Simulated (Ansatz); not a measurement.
A series at Y: from `[CH3][Y]([CH3])[CH3]`, ligands are replaced one by one, each step taking up NH₃ and setting free CH₄; n counts the steps. Ansatz, PBE0-D4/def2-TZVP geometries. Each molecule was computed in one conformer, which needn't be the lowest.

| n | molecule | HOMO energy, ωB97M-V/def2-TZVPP (eV) |
| --- | --- | --- |
| 0 | `[CH3][Y]([CH3])[CH3]` | -8.61 |
| 1 | `[CH3][Y]([CH3])[NH2]` | ? |
| 2 | `[CH3][Y]([NH2])[NH2]` | -8.59 |
| 3 | `[NH2][Y]([NH2])[NH2]` | -8.69 |

By hand: fit a straight line y = ȳ + b (n − n̄) to the 3 given rows and predict n = 1.

n̄ = 1.667, ȳ = -8.630; Σ(n − n̄)(y − ȳ) = -0.100, Σ(n − n̄)² = 4.667, so b = -0.021 eV a step. Prediction: -8.630 + (-0.021) × (-0.667) = -8.62 eV.

By hand: compare with the computed value, -8.48 eV, and give the steps along the whole series.

The line misses by 0.14 eV (computed minus predicted). Steps: 0.13, -0.11, -0.10 eV.

The steps change sign along the series, so a line is a poor guide. The highest orbital can change its character along such a series. The miss is 66.7 % of the series' range.
